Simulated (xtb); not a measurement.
trifluoro(fluorosilyl)silane (F4H2Si2), SMILES F[SiH2][Si](F)(F)F. All values are semi-empirical tight-binding results from xtb (GFN2-xTB unless named), good for trends rather than for accurate numbers. Coordinates come from a GFN2-xTB optimisation. Other conformers were not sampled.

- point group as xtb finds it = Cs
- orbital gap = 5.13 eV
- dipole moment = 2.86 D
- zero-point energy = 17.5 kcal/mol
- G − E(el) at 298.15 K (modified RRHO) = -3.7 kcal/mol
- static polarisability (D4 model) = 69.2 bohr³
- solvation energy, GFN2-xTB/ALPB(water) = 0.6 kcal/mol
- solvation energy, GFN2-xTB/ALPB(toluene) = -0.7 kcal/mol
